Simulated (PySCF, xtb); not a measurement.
Si(CCH)2(Cl)(H) (C₄H₃ClSi), SMILES C([SiH](Cl)C#C)#C.

Harmonic wavenumbers (cm⁻¹) from xtb with GFN2-xTB at its own minimum, in rising order: 78, 102, 115, 217, 264, 289, 312, 466, 616, 617, 656, 677, 683, 687, 692, 732, 2208, 2211, 2247, 3356, 3357.

Problem. What does B3LYP-D3(BJ)/def2-SVP in PySCF give at its own minimum? (The exact figures need the calculation; the answer reports its results.)

Solution. 93, 125, 132, 238, 314, 354, 404, 530, 640, 684, 749, 749, 755, 755, 822, 825, 2156, 2157, 2276, 3455, 3455. Paired by order, the mean absolute difference is 62 cm⁻¹ and the zero-point energies are 29.4 and 31.0 kcal/mol.
